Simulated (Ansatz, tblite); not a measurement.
Forces on (H3Si)2NMe (CH9NSi2) at its r2SCAN-D4/def2-SVP geometry. Charge 0, multiplicity 1.

The xTB rows come from tblite.

GFN1-xTB (tblite), largest force 1.38 eV/Å:

```xyz
13
positions Å, forces eV/Å
Si    0.376    1.588   -0.551    0.295    0.942   -0.356
H     1.188    1.530   -1.811   -0.382   -0.028    0.604
H    -0.913    2.277   -0.841    0.593   -0.324    0.164
H     1.175    2.369    0.445   -0.392   -0.388   -0.432
N     0.024    0.004    0.096   -0.590    0.373   -0.406
C     1.169   -0.797    0.545    1.062   -0.723    0.497
Si   -1.524   -0.801    0.028   -0.900   -0.554    0.006
H    -1.552   -1.915   -0.976    0.069    0.540    0.469
H    -2.563    0.202   -0.338    0.495   -0.453    0.195
H    -1.830   -1.410    1.361    0.169    0.317   -0.605
H     0.863   -1.519    1.323    0.028    0.158   -0.218
H     1.947   -0.156    0.995   -0.192   -0.117   -0.152
H     1.641   -1.370   -0.276   -0.254    0.258    0.233
```

GFN2-xTB (tblite), largest force 0.57 eV/Å:

```
Si 0.067 0.354 -0.169
H -0.249 -0.085 0.396
H 0.436 -0.324 0.153
H -0.257 -0.336 -0.241
N 0.242 -0.178 0.057
C -0.017 0.055 0.172
Si -0.361 -0.179 -0.041
H 0.108 0.366 0.290
H 0.453 -0.309 0.149
H 0.197 0.236 -0.382
H -0.006 0.269 -0.350
H -0.334 -0.143 -0.252
H -0.279 0.274 0.218
```

B97M-V/def2-TZVP (Ansatz), largest force 0.49 eV/Å:

```
Si -0.099 -0.420 0.169
H -0.087 -0.007 0.157
H 0.160 -0.096 0.045
H -0.089 -0.110 -0.113
N -0.308 0.194 -0.210
C 0.254 -0.177 0.098
Si 0.401 0.215 0.014
H 0.022 0.131 0.127
H 0.145 -0.122 0.052
H 0.057 0.073 -0.160
H 0.110 0.313 -0.333
H -0.343 -0.256 -0.197
H -0.223 0.261 0.349
```
